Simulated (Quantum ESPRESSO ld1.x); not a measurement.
Values are calculated unless marked as measured or tabulated.
One sound ld1.x (Quantum ESPRESSO 7.5) input for neutral thulium gives E = -13559.062 hartree in 35 iterations:

```
 &input
    zed=69.0,
    iswitch=1,
    rel=1,
    lsd=1,
    dft='SLA-VWN',
    config='[Xe] 4f13 6s2',
    prefix='ld1',
    max_out_wfc=37,
    file_charge='ld1.rho',
 /
```

Changed or added lines, one case at a time, and what came of them:

- dx=0.1: inaccurate. The radial step is too large to integrate the orbitals; the run ends without a warning, but the energy is off by -0.09136 hartree against the default mesh.
- beta=0.005: not converged. So little new potential is mixed in that the limit of 200 iterations comes first; the energy is off by -0.6196 hartree.
- config='[Xe] 4f13 6s2 1p1': refused. The program stops in el_config with "main/angular quantum number mismatch": l must be smaller than n.
- config='[Xe] 4f13 6s2 6s2': refused. The program stops in occ_spin with "wrong occupations": a shell may stand twice only as spin up and down (lsd = 1) or as its two j (rel = 2, l > 0), within their capacities.
- xmin=0.0: ignored. A value of zero is read as not set, so the default xmin is used, as the mesh line shows.
- config='[Xe] 4f13 6s2 7p3': spurious. The string holds 72 electrons for Z = 69, so the species has charge -3 and is not the one meant. The equations of the added shell fail (the log warns of at least one error in the KS equations), so the printed solution is spurious even though the residual is small.
- config='[Zn] 4f13 6s2': refused. The program stops in el_config with "wrong core: Zn": the cores known are He, Ne, Ar, Kr, Xe, Hg and Rn.
